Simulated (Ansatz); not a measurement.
Reaction (redistribution): `C=C[SiH2]CN` + `F[CH2][InH2]` → `NC[SiH2]F` + `C=C[CH2][InH2]`

Isolated molecules relaxed with PBE0-D4/def2-TZVP in Ansatz; ΔE leaves out vibrations. CCSD(T)/CBS is the MP2 limit (def2-TZVPP, def2-QZVPP) plus CCSD(T) − MP2 in def2-TZVPP, frozen cores. DFT in def2-TZVPP. def2 core potentials past Kr. For In outer-core shells are correlated without core-valence functions, which leaves a few kJ/mol of doubt a bond. Each species was taken in one conformer, which may not be the lowest.

```
         species  ωB97M-V energy (Eh)
   `C=C[SiH2]CN`           -463.91069
  `F[CH2][InH2]`           -330.38869
     `NC[SiH2]F`           -485.85728
`C=C[CH2][InH2]`           -308.52706
```

Problem. Work out ΔE.

Solution. ΔE = (-485.85728) + (-308.52706) − (-463.91069) − (-330.38869) = -0.08496 Eh = -223.1 kJ/mol. CCSD(T)/CBS gives -238.8 kJ/mol.

Largest T1 diagnostic among the species: 0.013.

From r2SCAN to r2SCAN0 (25 % exact exchange), in def2-TZVPP and without D4, ΔE moves by −3.4 kJ/mol. Leaving LDA and LC-ωPBE aside and taking each functional with its dispersion term where it has one, the values, not all of them listed here, spread over 28.8 kJ/mol, from PBE-QIDH to revPBE-D4. LDA lies −19.8 kJ/mol from PBE without D4.
